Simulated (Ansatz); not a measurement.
`[F][Ge][Cl]` + NH₃ → `[NH2][Ge][F]` + HCl at 298.15 K and 1 bar (ligand exchange at a Ge–Cl bond).

Calculated with Ansatz (gas phase, PBE0-D4/def2-TZVP geometries, no zero-point term in ΔE). CCSD(T)/CBS adds triple-zeta CCSD(T) − MP2 to the extrapolated MP2 energy (def2 sets, frozen cores). This one scheme is used for every species. For Ge outer-core shells are correlated without core-valence functions, which leaves a few kJ/mol of doubt a bond. Scalar relativity is left out up to krypton. Each species was taken in one conformer, which may not be the lowest.

```csv
species,CCSD(T)/CBS energy (Eh),H − E (kJ/mol),S (J/(mol·K))
`[F][Ge][Cl]`,-2635.75718,20.2,289.1
NH₃,-56.50880,100.5,192.4
`[NH2][Ge][F]`,-2231.86581,85.6,285.0
HCl,-460.38127,26.6,186.8
```

H − E and S are ideal-gas, rigid-rotor, harmonic terms from PBE0-D4/def2-TZVP, for one conformer and one mirror image of each species. 1 Eh = 2625.50 kJ/mol, R = 8.31446 J/(mol·K).

**Question.** By hand: ΔE, ΔH, ΔS and ΔG.

**Answer.** ΔE = (-2231.86581) + (-460.38127) − (-2635.75718) − (-56.50880) = 0.01890 Eh = 49.6 kJ/mol. Δ(H − E) = 85.6 + 26.6 − 20.2 − 100.5 = -8.5, so ΔH = 41.1 kJ/mol. ΔS = 285.0 + 186.8 − 289.1 − 192.4 = -9.7 J/(mol·K). ΔG = 41.1 − 298.15 × (-9.7)/1000 = 44.0 kJ/mol.

**Question.** By hand: the equilibrium constant, and the temperature at which ΔG would vanish if ΔH and ΔS stayed fixed.

**Answer.** log₁₀ K = −ΔG/(RT ln 10) = -7.7. ΔH and −TΔS have one sign here, so there is no such temperature.

The number of gas molecules stays the same, so ΔS is small and ΔH decides. A doubt of 5 kJ/mol in ΔE shifts log₁₀ K by 0.9 here. Other conformers and mirror images would add mixing entropy, several J/(mol·K) or more a flexible species. These are equilibria of isolated gas molecules and say nothing of rates. Largest T1 diagnostic: 0.014 (customary marks: 0.02 for closed shells, 0.045 for open ones).

ΔS is within the doubt of such terms, so its sign, and with it that verdict, could turn.
